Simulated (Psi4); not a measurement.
Input for Psi4: SAPT0/jun-cc-pV(D+d)Z on ClH7Si2 (a complex), monomers drawn apart or pushed together.

```
memory 1800 MB

molecule dimer {
0 1
Si    0.04874445    0.00566945    0.02378797
H     0.53973453   -1.38819971    0.05790655
H     0.06935450    0.50378241   -1.37126734
H     0.92632966    0.86328202    0.85211315
H    -1.33320496    0.06924721    0.54633631
--
0 1
Si    0.15931431    0.98334235    6.97918392
Cl    0.04616593   -1.03439699    6.53761623
H    -0.83754741    1.69703587    6.15932523
H     1.52208682    1.45368137    6.66770867
H    -0.13243024    1.15451417    8.41587380
units angstrom
symmetry c1
no_reorient
no_com
}

set {
  basis jun-cc-pV(D+d)Z
  scf_type df
  freeze_core true
}

energy('sapt0')
```

It printed:

```
[...]
==> Input File <==

--------------------------------------------------------------------------
memory 1800 MB

molecule dimer {
0 1
Si    0.04874445    0.00566945    0.02378797
H     0.53973453   -1.38819971    0.05790655
H     0.06935450    0.50378241   -1.37126734
H     0.92632966    0.86328202    0.85211315
H    -1.33320496    0.06924721    0.54633631
--
0 1
Si    0.15931431    0.98334235    6.97918392
Cl    0.04616593   -1.03439699    6.53761623
H    -0.83754741    1.69703587    6.15932523
H     1.52208682    1.45368137    6.66770867
H    -0.13243024    1.15451417    8.41587380
units angstrom
symmetry c1
no_reorient
no_com
}

set {
  basis jun-cc-pV(D+d)Z
  scf_type df
  freeze_core true
}

energy('sapt0')
--------------------------------------------------------------------------


   => Loading Basis Set <=

    Name: JUN-CC-PV(D+D)Z
    Role: ORBITAL
    Keyword: BASIS
    atoms 1, 6      entry SI         line   566 file jun-cc-pv_dpd_z.gbs
    atoms 2-5, 8-10 entry H          line    60 file jun-cc-pv_dpd_z.gbs
    atoms 7         entry CL         line   764 file jun-cc-pv_dpd_z.gbs

   => Loading Basis Set <=

    Name: JUN-CC-PV(D+D)Z
    Role: ORBITAL
    Keyword: BASIS
    atoms 1, 6      entry SI         line   566 file jun-cc-pv_dpd_z.gbs
    atoms 2-5, 8-10 entry H          line    60 file jun-cc-pv_dpd_z.gbs
    atoms 7         entry CL         line   764 file jun-cc-pv_dpd_z.gbs


  //>>>>>>>>>>>>>>>>>>>>>>>>>>>>>>>>>>>//
  //              Dimer HF             //
  //<<<<<<<<<<<<<<<<<<<<<<<<<<<<<<<<<<<//

   => Libint2 <=

    Primary   basis highest AM E, G, H:  7, 6, 3
    Auxiliary basis highest AM E, G, H:  7, 7, 4
    Onebody   basis highest AM E, G, H:  -, -, -
    Solid Harmonics ordering:            Gaussian


   => Loading Basis Set <=

    Name: JUN-CC-PV(D+D)Z
    Role: ORBITAL
    Keyword: BASIS
    atoms 1, 6      entry SI         line   566 file jun-cc-pv_dpd_z.gbs
    atoms 2-5, 8-10 entry H          line    60 file jun-cc-pv_dpd_z.gbs
    atoms 7         entry CL         line   764 file jun-cc-pv_dpd_z.gbs


         ---------------------------------------------------------
                                   SCF
               by Justin Turney, Rob Parrish, Andy Simmonett
                          and Daniel G. A. Smith
                              RHF Reference
                        1 Threads,   1716 MiB Core
         ---------------------------------------------------------

  ==> Geometry <==

    Molecular point group: c1
    Full point group: C1

    Geometry (in Angstrom), charge = 0, multiplicity = 1:

       Center              X                  Y                   Z               Mass
    ------------   -----------------  -----------------  -----------------  -----------------
         SI           0.048744450000     0.005669450000     0.023787970000    27.976926534650
         H            0.539734530000    -1.388199710000     0.057906550000     1.007825032230
         H            0.069354500000     0.503782410000    -1.371267340000     1.007825032230
         H            0.926329660000     0.863282020000     0.852113150000     1.007825032230
         H           -1.333204960000     0.069247210000     0.546336310000     1.007825032230
         SI           0.159314310000     0.983342350000     6.979183920000    27.976926534650
         CL           0.046165930000    -1.034396990000     6.537616230000    34.968852682000
         H           -0.837547410000     1.697035870000     6.159325230000     1.007825032230
         H            1.522086820000     1.453681370000     6.667708670000     1.007825032230
         H           -0.132430240000     1.154514170000     8.415873800000     1.007825032230

  Running in c1 symmetry.

  Rotational constants: A =      0.21098  B =      0.00558  C =      0.00546 [cm^-1]
  Rotational constants: A =   6324.88716  B =    167.26502  C =    163.58702 [MHz]
  Nuclear repulsion =  154.734792684123960

  Charge       = 0
  Multiplicity = 1
  Electrons    = 52
  Nalpha       = 26
  Nbeta        = 26

  ==> Algorithm <==

  SCF Algorithm Type is DF.
  DIIS enabled.
  MOM disabled.
  Fractional occupation disabled.
  Guess Type is SAD.
  Energy threshold   = 1.00e-08
  Density threshold  = 1.00e-08
  Integral threshold = 1.00e-12

  ==> Primary Basis <==

  Basis Set: JUN-CC-PV(D+D)Z
    Blend: JUN-CC-PV(D+D)Z
    Number of shells: 54
    Number of basis functions: 116
    Number of Cartesian functions: 122
    Spherical Harmonics?: true
    Max angular momentum: 2

   => Loading Basis Set <=

    Name: (JUN-CC-PV(D+D)Z AUX)
    Role: JKFIT
    Keyword: DF_BASIS_SCF
    atoms 1, 6      entry SI         line   506 file jun-cc-pvdz-jkfit.gbs
    atoms 2-5, 8-10 entry H          line    70 file jun-cc-pvdz-jkfit.gbs
    atoms 7         entry CL         line   746 file jun-cc-pvdz-jkfit.gbs

  ==> Integral Setup <==

  DFHelper Memory: AOs need 0.045 GiB; user supplied 1.257 GiB.
  SCF_SUBTYPE=INCORE selected. In-core MEM_DF algorit
[...]
833741
      96A      2.837968    97A      3.348105    98A      3.348479
      99A      3.409481   100A      3.409734   101A      3.446177
     102A      4.628450   103A      5.783896   104A      5.783951
     105A      5.826583   106A      5.826636   107A      5.961039
     108A      6.644547   109A      6.644711   110A      6.715158
     111A      6.715513   112A      6.715687   113A     14.139687
     114A     14.143284   115A     14.144913   116A    103.594074

    Final Occupation by Irrep:
              A
    DOCC [    17 ]
    NA   [    17 ]
    NB   [    17 ]

  @DF-RHF Final Energy:  -750.23305742778996

   => Energetics <=

    Nuclear Repulsion Energy =             85.9303559676131812
    One-Electron Energy =               -1209.0772135762210837
    Two-Electron Energy =                 372.9138001808179297
    Total Energy =                       -750.2330574277899586

Computation Completed


Properties will be evaluated at   0.000000,   0.000000,   0.000000 [a0]

Properties computed using the SCF density matrix


 Multipole Moments:

 ------------------------------------------------------------------------------------
     Multipole            Electronic (a.u.)      Nuclear  (a.u.)        Total (a.u.)
 ------------------------------------------------------------------------------------

 L = 1.  Multiply by 2.5417464519 to convert [e a0] to [Debye]
 Dipole X            :         -6.7024053            6.7412773            0.0388720
 Dipole Y            :         -0.2397236            0.9208172            0.6810936
 Dipole Z            :       -434.6631689          434.8088955            0.1457265
 Magnitude           :                                                    0.6975928

 ------------------------------------------------------------------------------------

  Constructing Basis Sets for SAPT...

   => Loading Basis Set <=

    Name: (JUN-CC-PV(D+D)Z AUX)
    Role: RIFIT
    Keyword: DF_BASIS_SAPT
    atoms 1, 6      entry SI         line   376 file jun-cc-pvdz-ri.gbs
    atoms 2-5, 8-10 entry H          line    30 file jun-cc-pvdz-ri.gbs
    atoms 7         entry CL         line   544 file jun-cc-pvdz-ri.gbs

   => Loading Basis Set <=

    Name: (JUN-CC-PV(D+D)Z AUX)
    Role: JKFIT
    Keyword: DF_BASIS_ELST
    atoms 1, 6      entry SI         line   506 file jun-cc-pvdz-jkfit.gbs
    atoms 2-5, 8-10 entry H          line    70 file jun-cc-pvdz-jkfit.gbs
    atoms 7         entry CL         line   746 file jun-cc-pvdz-jkfit.gbs


  //>>>>>>>>>>>>>>>>>>>>>>>>>>>>>>>>>>>//
  //               SAPT0               //
  //<<<<<<<<<<<<<<<<<<<<<<<<<<<<<<<<<<<//



        SAPT0
    Ed Hohenstein
     6 June 2009

      Orbital Information
  --------------------------
    NSO        =       116
    NMO        =       116
    NRI        =       353
    NRI (Elst) =       524
    NOCC A     =         9
    NOCC B     =        17
    FOCC A     =         5
    FOCC B     =        10
    NVIR A     =       107
    NVIR B     =        99

    Elst10,r            =    -0.000033108035 [Eh]
    Exch10              =     0.000000311627 [Eh]
    Exch10 (S^2)        =     0.000000311627 [Eh]

    Maxiter = 50
    CPHF R converge = 1.000000E-08

    Iter     Energy [mEh]          dE [mEh]         Residual      Time [s]
       1      -0.00145802       0.001458022     2.005474e-04             0
       2      -0.00179649       0.000338465     6.300127e-05             0
       3      -0.00181523       0.000018740     6.387430e-06             0
       4      -0.00181007      -0.000005161     7.039664e-07             0
       5      -0.00181044       0.000000370     1.100903e-07             0
       6      -0.00181041      -0.000000029     2.641892e-08             0
       7      -0.00181041       0.000000002     3.479207e-09             0

    CHF Iterations converged

    Maxiter = 50
    CPHF R converge = 1.000000E-08

    Iter     Energy [mEh]          dE [mEh]         Residual      Time [s]
       1      -0.00009404       0.000094043     6.163012e-05             0
       2      -0.00010393       0.000009891     2.881469e-05             0
       3      -0.00011027       0.000006337     3.451038e-06             0
       4      -0.00010982      -0.000000449     1.205429e-06             0
       5      -0.00010973      -0.000000097     2.456170e-07             0
       6      -0.00010976       0.000000035     5.213604e-08             0
       7      -0.00010976      -0.000000003     1.042316e-08             0
       8      -0.00010976      -0.000000000     2.462701e-09             0

    CHF Iterations converged

    Ind20,r (A<-B)      =    -0.000001810408 [Eh]
    Ind20,r (B<-A)      =    -0.000000109758 [Eh]
    Ind20,r             =    -0.000001920166 [Eh]
    Exch-Ind20,r (A<-B) =     0.000000023263 [Eh]
    Exch-Ind20,r (B<-A) =     0.000000029211 [Eh]
    Exch-Ind20,r        =     0.000000052474 [Eh]
    Disp20              =    -0.000074293505 [Eh]
    Disp20 (SS)         =    -0.000037146752 [Eh]
    Disp20 (OS)         =    -0.000037146752 [Eh]
    Exch-Disp20         =     0.000000031838 [Eh]
    Exch-Disp20 (SS)    =     0.000000022615 [Eh]
    Exch-Disp20 (OS)    =     0.000000009223 [Eh]

    SAPT Results
  --------------------------------------------------------------------------------------------------------
    Electrostatics                 -0.03310804 [mEh]      -0.02077561 [kcal/mol]      -0.08692513 [kJ/mol]
      Elst10,r                     -0.03310804 [mEh]      -0.02077561 [kcal/mol]      -0.08692513 [kJ/mol]

    Exchange                        0.00031163 [mEh]       0.00019555 [kcal/mol]       0.00081818 [kJ/mol]
      Exch10                        0.00031163 [mEh]       0.00019555 [kcal/mol]       0.00081818 [kJ/mol]
      Exch10(S^2)                   0.00031163 [mEh]       0.00019555 [kcal/mol]       0.00081818 [kJ/mol]

    Induction                      -0.00188981 [mEh]      -0.00118587 [kcal/mol]      -0.00496169 [kJ/mol]
      Ind20,r                      -0.00192017 [mEh]      -0.00120492 [kcal/mol]      -0.00504139 [kJ/mol]
      Exch-Ind20,r                  0.00005247 [mEh]       0.00003293 [kcal/mol]       0.00013777 [kJ/mol]
      delta HF,r (2)               -0.00002212 [mEh]      -0.00001388 [kcal/mol]      -0.00005806 [kJ/mol]

    Dispersion                     -0.07426167 [mEh]      -0.04659990 [kcal/mol]      -0.19497398 [kJ/mol]
      Disp20                       -0.07429350 [mEh]      -0.04661988 [kcal/mol]      -0.19505757 [kJ/mol]
      Exch-Disp20                   0.00003184 [mEh]       0.00001998 [kcal/mol]       0.00008359 [kJ/mol]
      Disp20 (SS)                  -0.03714675 [mEh]      -0.02330994 [kcal/mol]      -0.09752879 [kJ/mol]
      Disp20 (OS)                  -0.03714675 [mEh]      -0.02330994 [kcal/mol]      -0.09752879 [kJ/mol]
      Exch-Disp20 (SS)              0.00002262 [mEh]       0.00001419 [kcal/mol]       0.00005938 [kJ/mol]
      Exch-Disp20 (OS)              0.00000922 [mEh]       0.00000579 [kcal/mol]       0.00002422 [kJ/mol]

  Total HF                         -0.03468622 [mEh]      -0.02176593 [kcal/mol]      -0.09106865 [kJ/mol]
  Total SAPT0                      -0.10894788 [mEh]      -0.06836583 [kcal/mol]      -0.28604263 [kJ/mol]

  Special recipe for scaled SAPT0 (see Manual):
    Electrostatics sSAPT0          -0.03310804 [mEh]      -0.02077561 [kcal/mol]      -0.08692513 [kJ/mol]
    Exchange sSAPT0                 0.00031163 [mEh]       0.00019555 [kcal/mol]       0.00081818 [kJ/mol]
    Induction sSAPT0               -0.00188981 [mEh]      -0.00118587 [kcal/mol]      -0.00496169 [kJ/mol]
    Dispersion sSAPT0              -0.07426167 [mEh]      -0.04659990 [kcal/mol]      -0.19497398 [kJ/mol]
  Total sSAPT0                     -0.10894788 [mEh]      -0.06836583 [kcal/mol]      -0.28604263 [kJ/mol]
  --------------------------------------------------------------------------------------------------------



*** Psi4 exiting successfully. Buy a developer a beer!
```

The run finished.

Cost: around 6 core-seconds (rough).
